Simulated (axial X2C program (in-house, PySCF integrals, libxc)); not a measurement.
Ω levels of TiNC from open-shell CI on d2 s1 p(π)0

Calculated with an axial X2C code built on PySCF integrals: two-component X2C with atomic mean-field Coulomb and Gaunt terms, basis Ti dyall-v3z, N dyall-av3z, C dyall-v3z (cores contracted in-house). Orbitals come from Hartree–Fock averaged over the configuration Ti d2 s1 p(π)0; CI then distributes these electrons over the d, s, p(π) shells of Ti.

Ti–N–C held linear, bonds 2.098 and 1.170 Å (the second held) (near the minimum of the configuration average).

Active spinors (ω > 0):

```tsv
shell	ω	ε (eV)	character
d	3/2	1.43	100% Ti d
d	5/2	1.45	100% Ti d
d	1/2	1.77	95% Ti d
d	3/2	1.78	95% Ti d
d	1/2	2.01	89% Ti d, 6% Ti p
s	1/2	-3.32	60% Ti s, 27% Ti p, 9% N p
p(π)	1/2	1.06	83% Ti p, 7% Ti d, 5% N p
p(π)	3/2	1.07	83% Ti p, 7% Ti d, 5% N p
```

Lowest levels of this model:

```json
{"Ω": "3/2", "energy (cm⁻¹)": "0", "g∥": "0.01", "μ (D)": "-4.92", "configuration": "99% d2 s1"}
{"Ω": "5/2", "energy (cm⁻¹)": "98", "g∥": "4.00", "μ (D)": "-4.93", "configuration": "99% d2 s1"}
{"Ω": "7/2", "energy (cm⁻¹)": "197", "g∥": "8.00", "μ (D)": "-4.93", "configuration": "99% d2 s1"}
{"Ω": "9/2", "energy (cm⁻¹)": "299", "g∥": "12.01", "μ (D)": "-4.93", "configuration": "99% d2 s1"}
{"Ω": "1/2", "energy (cm⁻¹)": "1281", "g∥": "1.99", "μ (D)": "-4.92", "configuration": "99% d2 s1"}
{"Ω": "3/2", "energy (cm⁻¹)": "1299", "g∥": "5.98", "μ (D)": "-4.92", "configuration": "99% d2 s1"}
{"Ω": "1/2", "energy (cm⁻¹)": "2038", "g∥": "3.37", "μ (D)": "-4.78", "configuration": "99% d2 s1"}
{"Ω": "1/2", "energy (cm⁻¹)": "2080", "g∥": "0.64", "μ (D)": "-4.78", "configuration": "99% d2 s1"}
{"Ω": "3/2", "energy (cm⁻¹)": "2098", "g∥": "4.02", "μ (D)": "-4.78", "configuration": "99% d2 s1"}
{"Ω": "5/2", "energy (cm⁻¹)": "2119", "g∥": "8.00", "μ (D)": "-4.78", "configuration": "99% d2 s1"}
{"Ω": "1/2", "energy (cm⁻¹)": "3684", "g∥": "2.00", "μ (D)": "-4.32", "configuration": "100% d2 s1"}
{"Ω": "3/2", "energy (cm⁻¹)": "3754", "g∥": "2.01", "μ (D)": "-4.32", "configuration": "100% d2 s1"}
{"Ω": "5/2", "energy (cm⁻¹)": "3819", "g∥": "6.01", "μ (D)": "-4.32", "configuration": "100% d2 s1"}
{"Ω": "7/2", "energy (cm⁻¹)": "3879", "g∥": "10.00", "μ (D)": "-4.32", "configuration": "100% d2 s1"}
{"Ω": "5/2", "energy (cm⁻¹)": "5073", "g∥": "4.00", "μ (D)": "-4.92", "configuration": "99% d2 s1"}
{"Ω": "7/2", "energy (cm⁻¹)": "5277", "g∥": "8.00", "μ (D)": "-4.92", "configuration": "99% d2 s1"}
{"Ω": "9/2", "energy (cm⁻¹)": "14693", "g∥": "10.00", "μ (D)": "-4.83", "configuration": "98% d2 s1"}
{"Ω": "7/2", "energy (cm⁻¹)": "14695", "g∥": "6.00", "μ (D)": "-4.83", "configuration": "98% d2 s1"}
{"Ω": "9/2", "energy (cm⁻¹)": "22740", "g∥": "11.99", "μ (D)": "-6.55", "configuration": "60% d2 p(π)1 + 35% d3"}
{"Ω": "9/2", "energy (cm⁻¹)": "23328", "g∥": "10.01", "μ (D)": "-7.22", "configuration": "100% d2 p(π)1"}
{"Ω": "11/2", "energy (cm⁻¹)": "23474", "g∥": "14.01", "μ (D)": "-7.22", "configuration": "100% d2 p(π)1"}
```

g∥ is the magnitude of 2⟨Lz + ge Sz⟩ for the +Ω component. μ is positive if the C end is positive.

From Ω and g∥ of the lowest level, whose 2⟨Lz + ge Sz⟩ is negative, find ⟨Sz⟩ and ⟨Lz⟩ (ge = 2.0023).

Ω = ⟨Lz⟩ + ⟨Sz⟩ = 3/2 and ⟨Lz⟩ + ge⟨Sz⟩ = -0.005, so ⟨Sz⟩ = -1.50 and ⟨Lz⟩ = 3.00.

Occupations of the active spinors in the lowest level by ω, shell by shell in order of energy: -5/2: 0.00; -3/2: 0.00 0.00 0.00; -1/2: 0.00 0.01 0.99 0.00; 1/2: 1.00 0.00 0.00 0.00; 3/2: 1.00 0.00 0.00; 5/2: 0.00. The leading determinant has weight 0.99 among 82.

This point took 1.7 s on 1 thread of Arm Neoverse V1 (shared host).

Dynamic correlation is missing, so gaps between terms are too wide and other configurations may lie lower; the lowest level listed is that of this model, not necessarily the ground state. For d shells the ligand-field splittings (σ, π, δ) and their order can be off by a thousand cm⁻¹ or more. At most 4 roots were kept for each Ω > 0 (twice that for Ω = 0) within 3.2 eV of the lowest, so higher up levels can be missing between those listed; levels with Ω > 0 are doubly degenerate and listed once, Ω = 0 levels singly. States that fill the shells left empty in the average are placed too high. The molecule was held linear; bending was not examined.
